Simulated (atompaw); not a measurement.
## Ranking PAW (atompaw) potentials for copper

All share these settings but for the change named:

copper, PAW, made with atompaw 4.2.0.5 (PBE, scalar-relativistic). Core [Ne], reference 3s2 3p6 3d10 4s0 4p1. Waves: 3s (bound): rc 0.80 bohr; 4s (bound, empty): rc 1.00 bohr; 3p (bound): rc 0.90 bohr; 4p (bound): rc 1.30 bohr; 3d (bound): rc 1.30 bohr; 3d channel at 1.65 Ry: rc 1.30 bohr. Local part: bessel scheme, radius 1.10 bohr. Core correction: smooth core density matched at 0.80 bohr. Augmentation charge: sinc compensation charge, radius 1.20 bohr; PAW radius 1.30 bohr; waves and projectors: custom rrkj gramschmidtortho.

Cutoff: the first of the cutoffs (Ry, on a coarse ladder) from which the occupation-weighted sum of valence levels, in a spherical-Bessel basis at the reference potential, stays within 10 and 1 mRy of its value at 400 Ry; the density cutoff is not measured.

The base gives 110 Ry.

Of 12 variants that were run, those that failed, showed a ghost or another fault, or gave nearly equal values are left out.

A variant can come out equal or close to the base.

Problem. Rank these variants from softest to hardest (loose cutoff).
A. all radii scaled by about 1.23 (s 0.98, p 1.10, d 1.60 bohr); local potential bessel scheme, radius 1.36 bohr; augmentation sinc compensation charge, radius 1.48 bohr; PAW radius 1.60 bohr; waves and projectors: custom rrkj gramschmidtortho; core correction smooth core density matched at 0.98 bohr
B. augmentation sinc compensation charge, radius 1.20 bohr; PAW radius 1.30 bohr; waves and projectors: custom polynom vanderbiltortho
C. wave 3d channel at 1.65 Ry: rc 1.30 bohr becomes 3d channel at 0.76 Ry: rc 1.30 bohr
D. wave 3d (bound): rc 1.30 bohr becomes 3d (bound): rc 0.68 bohr

Solution. A (80 Ry), C (110 Ry), B (140 Ry), D (300 Ry).
